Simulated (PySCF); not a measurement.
**Two-component Hartree-Fock for As⁺ (arsenic, charge +1)**

Start: [Ar] 3d10 4s2 4p2; 4p1/2 filled at m_j = -1/2, +1/2. Calculated with PySCF 2.14 in x2c-SVPall-2c with one added diffuse shell each of s, p, d type (6s7p4d, 47 functions): generalised Hartree-Fock with the X2C-1e Hamiltonian and a Gaussian nucleus; one run each with spin-orbit coupling (SO) switched off, then screened by Boettger's factors.

```csv
spinor shell,electrons,"ε, spin-free (eV)","ε, screened SO (eV)",weight of nominal j (screened SO),"rms radius, screened SO (bohr)"
1s1/2,2,-11950.2,-11950.0,1.000,0.0525
2s1/2,2,-1581.4,-1581.3,1.000,0.219
2p1/2,2,-1383.5,-1408.6,1.000,0.194
2p3/2,4,-1383.5,-1371.2,1.000,0.197
3s1/2,2,-235.23,-235.17,1.000,0.640
3p1/2,2,-171.54,-175.26,0.997,0.660
3p3/2,4,-171.54,-169.64,0.999,0.671
3d3/2,4,-66.400,-66.859,0.980,0.749
3d5/2,6,-66.400,-65.998,0.987,0.750
4s1/2,2,-27.848,-27.820,0.999,2.06
4p1/2,2,-18.372,-18.415,0.571,2.50
```

```tsv
quantity	spin-free	screened SO
E (hartree)	-2258.26759	-2258.34911
M_J	0	0
⟨J²⟩	2.009	1.635
⟨L²⟩	2.006	2.004
⟨S²⟩	2.003	1.986
```

The determinant has a definite M_J but mixes levels of different J.

Each row is a mean over spinors that exchange with the open shell spreads, by up to 5.014 eV (4s1/2).

Rows whose weight is well below 1 are mixtures of j = l ± 1/2: exchange outweighs spin-orbit coupling there, and the label is only the starting occupation.

Without spin-orbit coupling the j labels of p, d and f shells carry no meaning; the spin-free column gives the mean over the occupied spinors of each nl shell.
